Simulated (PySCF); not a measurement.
# Exercise with solution: oscillator strength and radiative lifetime

C2H5AlF2, SMILES C[CH2][Al]([F])[F].

Geometry optimised at B3LYP-D3(BJ)/def2-SVP. The structure was generated by enumeration; whether it is a known compound was not checked. The values are those of a single conformer.

TDA-B3LYP/def2-SVPD in PySCF 2.14.0 puts the first singlet state with f over 0.02 at 6.59 eV (vertical), with the transition dipole (0.357, -0.835, 0.000) in atomic units.

Question: Find the oscillator strength, the wavelength and the radiative lifetime that this transition would have in vacuum if emission retraced absorption.

Answer: 
|μ|² = 0.8247 au, so |μ| = 2.31 D. ΔE = 6.59/27.211 = 0.2422 hartree. f = (2/3) ΔE |μ|² = 0.133 (the program prints 0.133).
λ = 1239.84/6.59 = 188 nm; ν = 53152 cm⁻¹.
Einstein's coefficient A = 0.6670 ν² f s⁻¹ (ν in cm⁻¹) = 2.5e8 s⁻¹, so τ = 1/A = 4.0 ns. This state is S1. The figure is the radiative limit of this one transition; relaxation, internal conversion, crossing to triplets and a medium change what is measured.
